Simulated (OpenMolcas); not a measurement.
Ir3+ (d6) among equal point charges was computed by CASSCF with the d shell active (OpenMolcas, ANO-RCC-VTZP on the metal). Its lowest spin-free states, and all those of the highest spin:

| 2S+1 | Degeneracy | E (cm-1) |
| --- | --- | --- |
| 5 | 1 | 0.0 |
| 5 | 2 | 5153 |
| 5 | 1 | 14037 |
| 3 | 1 | 15122 |
| 3 | 2 | 15456 |
| 3 | 1 | 15782 |
| 3 | 2 | 19256 |
| 3 | 1 | 19279 |
| 3 | 1 | 20020 |
| 5 | 1 | 20105 |
| 3 | 2 | 20484 |
| 3 | 1 | 22442 |

Q: Is the site octahedral, tetrahedral or cube-like, axial, or of lower symmetry?

A: The states with 2S+1 = 5 have orbital degeneracies 1, 2, 1, 1. There are pairs but no triples, so the site is axial: not cubic, but with a proper or improper axis of order three or more. The run had Ir3+ among 4 point charges of -2 e arranged as a square (D4h), 2.26 Å from the ion.

Spin-orbit coupling mixes the spin-free states strongly: the lowest level takes only 66 % from its leading state, 5A1. Without dynamic correlation the repulsion within the d shell is too large (B by tens of per cent), so at a given field states of lower spin stand too high. Point charges give a weaker field than real ligands, and real ions of this kind are as a rule low spin; the high spin found here belongs to the model. Point charges carry no covalency, so the field is a model and not that of real ligands. No measured value stands beside these numbers.
